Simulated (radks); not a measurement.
Results of a calculation; reference values are marked as such.
Ir27+, configuration [Kr] 4d10 4f4 (the NIST ground configuration). Code: a radial shooting solver on a logarithmic mesh with Libxc functionals. Model: scalar-relativistic Kohn-Sham, PBE, spin-unpolarised, spherical densities, point nucleus.

Normalised radial functions P(r) = r R(r), r in bohr:

r	4p	4d
0.0007354	0.0034	0.0000
0.001063	0.0062	0.0000
0.001535	0.0114	0.0001
0.0022	0.0208	0.0002
0.003179	0.0380	0.0006
0.004593	0.0689	0.0015
0.006637	0.1228	0.0041
0.009513	0.2099	0.0106
0.01374	0.3459	0.0273
0.01986	0.5264	0.0677
0.02846	0.6997	0.1555
0.04113	0.7426	0.3324
0.05942	0.4445	0.6212
0.08585	-0.2793	0.9447
0.1231	-0.9959	1.0157
0.1778	-0.8156	0.4303
0.2569	0.5821	-0.7853
0.3682	1.7505	-1.6731
0.532	1.4082	-1.4054
0.7686	0.4469	-0.5354
1.111	0.0466	-0.0762

4p: eigenvalue -1317.9 eV, 2 radial nodes at r = 0.0759, 0.225 bohr, <r> = 0.425 bohr, 90 % of the charge inside 0.610 bohr. 4d: eigenvalue -1104.5 eV, 1 radial node at r = 0.205 bohr, <r> = 0.435 bohr, 90 % of the charge inside 0.638 bohr.
